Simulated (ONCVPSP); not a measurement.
**Reading a pseudo-wave (Ti (Z = 22))**

Columns: radius, all-electron u(r) and pseudo u(r) of the 3p shell (level -38.78 eV) of titanium in the configuration [Ne] 3s2 3p6 3d2 4s2; PBEsol, scalar-relativistic, ONCV scheme, ONCVPSP 4.0.1.

```json
{"r (bohr)": "0.120", "all-electron": "-0.4612", "pseudo": "0.0502"}
{"r (bohr)": "0.240", "all-electron": "-0.4403", "pseudo": "0.1893"}
{"r (bohr)": "0.360", "all-electron": "-0.0347", "pseudo": "0.3872"}
{"r (bohr)": "0.480", "all-electron": "0.4064", "pseudo": "0.6027"}
{"r (bohr)": "0.600", "all-electron": "0.7395", "pseudo": "0.7952"}
{"r (bohr)": "0.720", "all-electron": "0.9384", "pseudo": "0.9346"}
{"r (bohr)": "0.840", "all-electron": "1.0229", "pseudo": "1.0068"}
{"r (bohr)": "0.960", "all-electron": "1.0252", "pseudo": "1.0143"}
{"r (bohr)": "1.080", "all-electron": "0.9750", "pseudo": "0.9708"}
{"r (bohr)": "1.200", "all-electron": "0.8954", "pseudo": "0.8945"}
{"r (bohr)": "1.320", "all-electron": "0.8024", "pseudo": "0.8023"}
{"r (bohr)": "1.440", "all-electron": "0.7063", "pseudo": "0.7062"}
{"r (bohr)": "1.560", "all-electron": "0.6135", "pseudo": "0.6134"}
{"r (bohr)": "1.680", "all-electron": "0.5275", "pseudo": "0.5274"}
{"r (bohr)": "1.800", "all-electron": "0.4500", "pseudo": "0.4500"}
{"r (bohr)": "1.920", "all-electron": "0.3816", "pseudo": "0.3816"}
{"r (bohr)": "2.040", "all-electron": "0.3220", "pseudo": "0.3220"}
{"r (bohr)": "2.160", "all-electron": "0.2708", "pseudo": "0.2707"}
{"r (bohr)": "2.280", "all-electron": "0.2270", "pseudo": "0.2270"}
{"r (bohr)": "2.400", "all-electron": "0.1898", "pseudo": "0.1898"}
{"r (bohr)": "2.520", "all-electron": "0.1584", "pseudo": "0.1584"}
{"r (bohr)": "2.640", "all-electron": "0.1320", "pseudo": "0.1320"}
{"r (bohr)": "2.760", "all-electron": "0.1098", "pseudo": "0.1098"}
{"r (bohr)": "2.880", "all-electron": "0.0913", "pseudo": "0.0912"}
{"r (bohr)": "3.000", "all-electron": "0.0757", "pseudo": "0.0757"}
{"r (bohr)": "3.120", "all-electron": "0.0628", "pseudo": "0.0628"}
```

Problem. How many radial nodes do the two functions have?

Solution. The all-electron 3p function has n − l − 1 = 1; the pseudo-wave has 0, since the states of the same l below it are removed with the core.

Problem. At about which radius was the pseudo-wave matched?

Solution. 1.40 bohr, where the columns begin to agree (steps of 0.12 bohr).

Problem. Where does each function peak?

Solution. Outermost all-electron maximum near 0.96 bohr, pseudo maximum near 0.96 bohr (to the table’s step).

Problem. Is the pseudo-wave norm-conserving?

Solution. Yes: the ONCV scheme keeps the norm inside the radius equal to the all-electron one, which fixes the energy derivative of the logarithmic derivative at the level.
